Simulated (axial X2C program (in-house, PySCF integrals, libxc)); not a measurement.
# Ionising SeI

Computed with an axial X2C code built on PySCF integrals, spin-free (one-electron X2C) or two-component (2c: spin–orbit coupling with atomic mean-field Coulomb and Gaunt terms, which also bring small scalar terms), in Dyall basis sets with cores contracted in-house; open shells are unrestricted.

Basis sets: I dyall-cv3z, Se dyall-cv3z.

| Hamiltonian | level | SeI state | Re (Å) | ωe (cm⁻¹) | De (eV) |
| --- | --- | --- | --- | --- | --- |
| spin-free | TPSS | M_S = 1/2, Λ = 1 | 2.458 | 270.0 | 2.44 |
| spin-free | PBE0 | M_S = 1/2, Λ = 1 | 2.440 | 280.6 | 2.29 |
| 2c | TPSS | Ω = 3/2 | 2.461 | 267.6 | n/a |

Adiabatic ionisation energy (minimum to minimum, no zero-point term) and constants of SeI⁺:

```json
{"Hamiltonian": "spin-free", "level": "TPSS", "SeI⁺ state": "M_S = 1, Λ = 0", "IE (eV)": "8.45", "Re (Å)": "2.377", "ωe (cm⁻¹)": "307.1", "De (eV)": "3.64", "fragments": "I + Se+"}
{"Hamiltonian": "spin-free", "level": "PBE0", "SeI⁺ state": "M_S = 1, Λ = 0", "IE (eV)": "8.58", "Re (Å)": "2.353", "ωe (cm⁻¹)": "323.9", "De (eV)": "3.33", "fragments": "I + Se+"}
{"Hamiltonian": "2c", "level": "TPSS", "SeI⁺ state": "Ω = 1", "IE (eV)": "8.60", "Re (Å)": "2.384", "ωe (cm⁻¹)": "301.0", "De (eV)": "3.43", "fragments": "I + Se+"}
```

Add the zero-point terms to the ionisation energy at TPSS, 2c, and say whether the electron removed was bonding.

IE0 = IE + (ωe⁺ − ωe)/2 = 8.60 + (0.002) = 8.60 eV. Re changes by -0.077 Å, so the bond shortens, as on loss of an antibonding or a polarising non-bonding electron.

Each entry is the lowest single determinant of a limited PBE0 search at one distance. De goes to single-determinant-based atoms at the same level (for ions the charge split of lowest energy) and is withheld (n/a) where an atom does not fit its ground term or J level. Main or longest-lived isotopes. One determinant is a doubtful description, or other states lie close, for SeI⁺; these need not be ground states, and all values refer to the states named. Some open-shell Ω = 0 determinants are out of reach, so the Ω given for SeI⁺ need not be the lowest component. With several unpaired electrons the Ω given is that of one determinant, not necessarily of the lowest component. The functionals have no current term, which raises determinants with orbital currents.
